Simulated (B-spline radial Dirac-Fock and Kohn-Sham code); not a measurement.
In the model described below, an M3 (3p3/2) vacancy in antimony as Sb⁷⁺, configuration [Kr] 4d8, lives for 0.58 fs, which corresponds to a natural width of 1.13 eV. Out of 1000 such holes, about 2.4 decay by emitting a photon, 610 by a Coster-Kronig transition that moves the hole within the M shell, and the rest by ordinary Auger emission. The strongest X-ray line is Mγ (M3-N5) at 747.4 eV, with 52 % of the radiative rate. The strongest electron group is M3-M5N5 (its energy is left out as unreliable), with 34 % of the non-radiative rate. The Coster-Kronig yields by final subshell (the deeper hole where both stay in the shell) are M4 0.088, M5 0.522. Independent-particle models tend to overestimate Coster-Kronig rates.

Method: a relativistic independent-particle model: LDA orbitals of the hole state, radiative multipoles to third order, Auger rates from the Coulomb interaction with a continuum orbital, Dirac-Fock energies. Computed with a B-spline atomic structure program.
